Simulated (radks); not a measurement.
Results of a calculation; reference values are marked as such.
Mg, 12 electrons, occupied as [Ne] 3s2. Code: a radial shooting solver on a logarithmic mesh with Libxc functionals. Model: non-relativistic Kohn-Sham, LDA (Slater exchange, Perdew-Wang correlation), spin-polarised, spherical densities, point nucleus; hard spherical wall at 10 bohr.

Normalised radial functions P(r) = r R(r), r in bohr:

r	1s	3p
0.01276	0.8755	0.0014
0.01844	1.1820	0.0028
0.02664	1.5486	0.0055
0.0388	1.9520	0.0109
0.05606	2.2997	0.0206
0.08099	2.4797	0.0374
0.118	2.3505	0.0647
0.1704	1.8600	0.1020
0.2462	1.1409	0.1439
0.3558	0.4884	0.1733
0.5182	0.1214	0.1624
0.7487	0.0150	0.0877
1.082	0.0007	-0.0540
1.576	0.0000	-0.2419
2.276	0.0000	-0.4157
3.289	0.0000	-0.5045
4.752	0.0000	-0.4426
6.921	0.0000	-0.2414
10	0.0000	0.0000

1s: eigenvalue -1250.9 eV, 0 radial nodes, <r> = 0.131 bohr, 90 % of the charge inside 0.235 bohr. 3p (empty): eigenvalue -1.252 eV, 1 radial node at r = 0.956 bohr, <r> = 4.11 bohr, 90 % of the charge inside 6.31 bohr.
